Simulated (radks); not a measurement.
Spherical quantum dot in the effective-mass picture: electrons in a well V = -V0 / (1 + exp((r - R)/a)) with V0 = 19.9, R = 2.47, a = 0.15, with a point charge +1 (a donor) at the centre, all in effective atomic units (hartree* = m*/eps^2 hartree, bohr* = eps/m* bohr), one dielectric constant everywhere. Method: non-relativistic Kohn-Sham, PBEsol, spin-polarised, spherical densities; computed with a radial shooting solver with Libxc functionals. Levels are named by radial order and angular momentum (1s, 1p, 1d, 2s, ...), and open shells are averaged over m. Results are scaled to m* = 0.106 and eps = 15.1, for which hartree* = 12.65 meV and bohr* = 7.538 nm.

N = 29, configuration 1s2 1p6 1d10 2s2 1f(up 7, down 2). This is the lowest configuration that the search found. Occupied and some empty levels:

| level | occupation | eigenvalue (meV) | <r> (nm) |
|---|---|---|---|
| 1s up | 1 | -55.594 | 11.83 |
| 1s down | 1 | -54.738 | 11.73 |
| 1p up | 3 | -49.189 | 12.83 |
| 1p down | 3 | -48.205 | 12.79 |
| 1d up | 5 | -39.379 | 13.46 |
| 1d down | 5 | -38.329 | 13.44 |
| 2s up | 1 | -27.289 | 8.334 |
| 2s down | 1 | -26.943 | 8.371 |
| 1f up | 7 | -26.473 | 13.97 |
| 1f down | 2 | -25.385 | 13.96 |
| 1g up | 0 | -10.788 | 14.41 |
| 1g down | 0 | -9.6792 | 14.40 |
| 2p up | 0 | -6.6482 | 10.41 |
| 2p down | 0 | -6.1485 | 10.40 |

Energy (meV): total -3792.68, kinetic 832.02, external -7163.5, Hartree 2787.8, exchange-correlation -249.02.

Electron density:

| r (nm) | n(r) (e/nm^3) |
|---|---|
| 0.536 | 0.003370 |
| 2.56 | 0.001952 |
| 4.58 | 0.001158 |
| 6.60 | 0.0008436 |
| 8.62 | 0.0009775 |
| 10.6 | 0.001452 |
| 12.7 | 0.001836 |
| 14.7 | 0.001515 |
| 16.7 | 0.0006179 |
| 18.7 | 0.00009744 |
| 20.7 | 7.548e-06 |
| 22.8 | 4.747e-07 |
| 24.8 | 3.088e-08 |
| 26.8 | 2.179e-09 |
